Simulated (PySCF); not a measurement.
## Multinuclear NMR of C$_{2}$H$_{14}$NPSi$_{3}$

Bonds (- single, = double, # triple, : aromatic): C1-N2, N2-C3, N2-Si4, Si4-Si5, Si4-Si6, Si6-P7. C1 carries H8, H9, H10; C3 carries H11, H12, H13; Si4 carries H14; Si5 carries H15, H16, H17; Si6 carries H18, H19; P7 carries H20, H21. Stereochemistry as in CN(C)[Si@@H]([SiH3])[SiH2]P. H18 is pro-R; H19 is pro-S.

[PySCF 2.14.0 with density-fitted response routines: coordinates at the GFN2-xTB level; PBE0/pcSseg-1 with gauge-including orbitals; equivalent nuclei averaged; in vacuum; a single conformation; relativity neglected]

Q: What are the ³¹P shifts?

A: 
```
atoms                   environment  σ (ppm)  δ (ppm)
   P7  phosphorus bonded to Si, 2 H    637.6   -258.1
```

Shieldings were converted by a linear fit to measured shifts: ³¹P: δ = 270.09 − 0.828σ (rms 18.1 ppm, 64 shifts vs H3PO4, solution or neat liquid). Occasional misses reach two or three times the rms, and more in compound classes unlike the fitted ones.

On a 600 MHz spectrometer ³¹P resonates near 242.9 MHz, so 1 ppm is 242.9 Hz.

Q: Predict the ²⁹Si NMR data.

A: 
```csv
atoms,environment,σ (ppm),δ (ppm)
Si4,"silicon bonded to N, 2 Si, H",377.1,-30.0
Si6,"silicon bonded to P, Si, 2 H",443.8,-84.8
Si5,"silicon bonded to Si, 3 H",480.9,-115.3
```

Shieldings were converted by a linear fit to measured shifts: ²⁹Si (scatter 8.9 ppm rms, 25.8 ppm with the 6 outliers that the fit left out vs TMS, solution or neat liquid). Occasional misses reach two or three times the rms, and more in compound classes unlike the fitted ones.

On a 500 MHz spectrometer ²⁹Si resonates near 99.3 MHz, so 1 ppm is 99.3 Hz.

Q: Where does ¹⁵N resonate?

A: 
| atoms | environment | σ (ppm) | δ (ppm) |
| --- | --- | --- | --- |
| N2 | nitrogen bonded to 2 C, Si | 256.3 | -384.2 |

Shieldings were converted by a linear fit to measured shifts: ¹⁵N (scatter 6.3 ppm rms vs CH3NO2, solution or neat liquid). A few per cent of atoms miss by over 2 rms, more outside the fitted compound classes.

On a 500 MHz spectrometer ¹⁵N resonates near 50.7 MHz, so 1 ppm is 50.7 Hz.
